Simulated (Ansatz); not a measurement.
`FC([SiH3])([SiH3])Cl` + H₂O → `OC(F)([SiH3])[SiH3]` + HCl at 298.15 K and 1 bar (formal hydrolysis of a C–Cl bond).

Calculated with Ansatz (gas phase, PBE0-D4/def2-TZVP geometries, no zero-point term in ΔE). CBS: MP2 limit from def2 TZ/QZ plus the TZ coupled-cluster correction, frozen cores. This one scheme is used for every species. One conformer a species, not always the lowest.

| species | CCSD(T)/CBS energy (Eh) | H − E (kJ/mol) | S (J/(mol·K)) |
| --- | --- | --- | --- |
| `FC([SiH3])([SiH3])Cl` | -1179.35781 | 180.0 | 369.5 |
| H₂O | -76.37941 | 66.4 | 188.7 |
| `OC(F)([SiH3])[SiH3]` | -795.35056 | 215.8 | 364.5 |
| HCl | -460.38127 | 26.6 | 186.8 |

H − E and S are ideal-gas, rigid-rotor, harmonic terms from PBE0-D4/def2-TZVP, for one conformer and one mirror image of each species. 1 Eh = 2625.50 kJ/mol, R = 8.31446 J/(mol·K).

**Question.** By hand: ΔE, ΔH, ΔS and ΔG.

**Answer.** ΔE = (-795.35056) + (-460.38127) − (-1179.35781) − (-76.37941) = 0.00539 Eh = 14.2 kJ/mol. Δ(H − E) = 215.8 + 26.6 − 180.0 − 66.4 = -4.0, so ΔH = 10.2 kJ/mol. ΔS = 364.5 + 186.8 − 369.5 − 188.7 = -6.9 J/(mol·K). ΔG = 10.2 − 298.15 × (-6.9)/1000 = 12.3 kJ/mol.

**Question.** By hand: the equilibrium constant, and the temperature at which ΔG would vanish if ΔH and ΔS stayed fixed.

**Answer.** log₁₀ K = −ΔG/(RT ln 10) = -2.2. ΔH and −TΔS have one sign here, so there is no such temperature.

The number of gas molecules stays the same, so ΔS is small and ΔH decides. A doubt of 5 kJ/mol in ΔE shifts log₁₀ K by 0.9 here. Other conformers and mirror images would add mixing entropy, several J/(mol·K) or more a flexible species. These are equilibria of isolated gas molecules and say nothing of rates. Largest T1 diagnostic: 0.013 (customary marks: 0.02 for closed shells, 0.045 for open ones).

ΔS is within the doubt of such terms, so its sign, and with it that verdict, could turn.
